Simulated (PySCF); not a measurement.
Nuclear quadrupole coupling in `C=C(C[SiH3])[SiH2]OC(C)=S`

Species: C₅H₁₂OSSi₂.
Cartesian coordinates in Å at the GFN2-xTB level; atoms count from 1:
```xyz
21
C5H12OSSi2 angstrom
C     -0.8863    1.2769   -0.2874
C     -0.9521   -0.0201   -0.0194
C     -2.2346   -0.7955    0.0190
Si    -3.8713    0.1713   -0.0830
Si     0.5558   -1.0858    0.3309
O      1.8041    0.0028    0.2022
C      3.0729   -0.2839    0.3590
C      4.0061    0.8698    0.1982
S      3.5825   -1.7883    0.7085
H      0.0587    1.7934   -0.3209
H     -1.7634    1.8745   -0.4839
H     -2.2005   -1.5242   -0.7958
H     -2.2377   -1.3959    0.9325
H     -3.9427    1.1615    0.9930
H     -4.0073    0.8301   -1.3841
H     -4.9652   -0.7907    0.0708
H      0.5505   -1.6311    1.6877
H      0.7418   -2.1396   -0.6649
H      5.0355    0.5364    0.2846
H      3.8471    1.3398   -0.7723
H      3.7971    1.6154    0.9659
```

Field gradients from the PBE0/pcSseg-1 density (PySCF, non-relativistic), principal values in atomic units, ordered |Vxx| ≤ |Vyy| ≤ |Vzz|:

```
atom      Vxx      Vyy      Vzz
  O6  -0.4996  -0.9034   1.4030
  S9   0.9478   1.4371  -2.3849
```

**Question.** Find the asymmetry η = (Vxx − Vyy)/Vzz and the couplings χ = eQV/h (234.96 MHz × Q in barn × V in au), with Q(17O) = −0.0256 b, Q(33S) = −0.0678 b.

**Answer.** 
```json
{"atom": "O6", "environment": "silyl ether oxygen", "nucleus": "17O", "η": "0.29", "χzz (MHz)": "-8.44", "χxx (MHz)": "3.01", "χyy (MHz)": "5.43"}
{"atom": "S9", "environment": "thiocarbonyl sulfur", "nucleus": "33S", "η": "0.21", "χzz (MHz)": "37.99", "χxx (MHz)": "-15.10", "χyy (MHz)": "-22.89"}
```

**Question.** What is Vzz at O6 in SI units (1 au = 9.71736 × 10²¹ V/m²)?

**Answer.** 1.4030 au = 13.634 × 10²¹ V/m².

**Question.** And the gradient at the other heavy atoms, for which no coupling is worked out here?

**Answer.** 
| atom | environment | Vzz (au) | η |
| --- | --- | --- | --- |
| C1 | terminal =CH2 carbon | 0.331 | 0.40 |
| C2 | fully substituted alkene carbon | 0.328 | 0.60 |
| C3 | sp3 carbon bound to silicon | -0.070 | 0.55 |
| Si4 | SiH3 silicon | 0.093 | 0.25 |
| Si5 | oxygen-bound silicon | 0.732 | 0.18 |
| C7 | thiocarbonyl carbon | -0.425 | 0.97 |
| C8 | methyl carbon | 0.113 | 0.61 |

**Question.** What couplings would deuterons (Q(2H) = 0.00286 b) have in place of the hydrogens, at this geometry?

**Answer.** 
```csv
atom,bonded to,bond length (Å),Vzz (au),η,χzz (kHz)
H10,C1,1.077,0.3330,0.04,224
H11,C1,1.079,0.3307,0.07,222
H12,C3,1.094,0.3060,0.04,206
H13,C3,1.093,0.3057,0.05,205
H14,Si4,1.464,0.1629,0.00,109
H15,Si4,1.465,0.1623,0.00,109
H16,Si4,1.465,0.1621,0.01,109
H17,Si5,1.462,0.1609,0.06,108
H18,Si5,1.462,0.1613,0.05,108
H19,C8,1.085,0.3106,0.03,209
H20,C8,1.090,0.3087,0.04,207
H21,C8,1.090,0.3083,0.04,207
```

One conformer (not necessarily the lowest) at the GFN2-xTB geometry, without solvent, vibrations or thermal averaging. GFN2-xTB bond lengths can be off by several hundredths of an ångström, more for odd bonds, and the gradients follow them. A larger basis could move these couplings by a tenth or more.
